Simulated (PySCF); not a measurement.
GaHFCl, SMILES [Cl][GaH][F].

The structure is a stationary point at PBE-D3(BJ)/def2-TZVP.

The numbers are results of PySCF with PBE-D3(BJ)/def2-TZVP, not measurements.

Frequencies are harmonic and unscaled.

| mode | ν (cm⁻¹) | IR (km/mol) | moving atoms (share of kinetic energy) |
|---|---|---|---|
| 1 | 163 | 14.7 | F 55 %, Cl 24 %, Ga 21 % |
| 2 | 418 | 57.1 | Cl 66 %, Ga 33 % |
| 3 | 436 | 41.9 | H 88 % |
| 4 | 557 | 92.0 | H 92 % |
| 5 | 661 | 57.7 | F 77 %, Ga 19 % |
| 6 | 2008 | 61.0 | H 99 % |
